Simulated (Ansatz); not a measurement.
A nudged elastic band was laid between two geometries of BFH3N + H2O (9 atoms, charge 0, multiplicity 1).

These are results of Ansatz 0.2.0, RKS BHLYP-D4/def2-SVP, not measurements.

```yaml
movable_images: 9
climbing_image: yes
spring: 5.0 eV/Å²
optimiser: quadratic models (default)
start_path: through a guess of the saddle point
force_threshold: 0.05 eV/Å
iteration_limit: 60
end_points: relaxed
```

Image 0:

```xyz
9
Properties=species:S:1:pos:R:3
B -0.082 -0.232 -0.179
F -0.124 -0.489 1.137
H 0.971 -0.010 -0.696
N -1.265 -0.295 -0.899
H -2.146 -0.537 -0.481
H -1.302 -0.131 -1.888
O -0.219 2.326 1.057
H -1.157 2.317 0.878
H -0.092 1.592 1.657
```

Image 10:

```xyz
9
Properties=species:S:1:pos:R:3
B -0.472 0.191 -0.288
F 0.967 0.914 2.667
H 0.434 -0.575 -0.146
N -1.442 -0.032 -1.263
H -1.407 -0.836 -1.861
H -2.231 0.565 -1.438
O -0.492 1.282 0.545
H -1.220 1.888 0.435
H 0.447 1.146 1.935
```

(1) What changes between the two ends?

(2) What energy profile does the band end with?

(3) What is the geometry of the highest image?

Results:

(1) Bonds broken: B1–F2, O7–H9. Bonds formed: B1–O7, F2–H9. BFH3N + H2O becomes BH4NO + FH.

(2) It converged. The highest image is number 5 of 0 to 10, 1.27 eV above the first end and 1.15 eV above the last; the last end lies 0.12 eV above the first. The profile has 2 maxima (images 2, 5) with wells between them (image 3): this band takes more than one step, which may be the mechanism or a detour left from its start path. Neighbouring images differ by up to 1.3 eV, so the band resolves the path poorly. A vibrational analysis at the climbing image gives one clearly imaginary mode, 1152i cm⁻¹: a first-order saddle point. The orbitals stay closed-shell, which can raise the energy where a bond breaks towards radicals; this wasn't checked here.

```tsv
image	path coordinate (Å)	energy (eV)	B1–F2 (Å)	O7–H9 (Å)	B1–O7 (Å)
0	0.00	0.00	1.34	0.96	2.84
1	1.66	0.14	1.34	0.96	2.47
2	3.31	0.66	1.37	0.96	1.82
3	4.97	0.00	1.34	0.96	2.81
4	6.63	0.00	1.34	0.96	2.87
5	8.28	1.27	1.72	1.17	1.52
6	8.96	0.34	2.41	1.63	1.39
7	9.63	0.15	2.89	1.74	1.38
8	10.31	0.13	3.10	1.72	1.38
9	10.99	0.13	3.26	1.70	1.37
10	11.67	0.12	3.37	1.68	1.37
```

(3) 
```xyz
9
Properties=species:S:1:pos:R:3
B -0.145 0.267 -0.051
F -0.364 -0.022 1.627
H 0.886 -0.260 -0.336
N -1.314 0.017 -0.816
H -1.364 -0.840 -1.336
H -2.221 0.290 -0.475
O 0.009 1.701 0.433
H -0.694 2.268 0.117
H -0.208 1.120 1.424
```

Run time: 6.6 min on 1 thread of Intel(R) Xeon(R) 6975P-C (Granite Rapids), with other jobs on the host, peak memory 0.17 GiB.
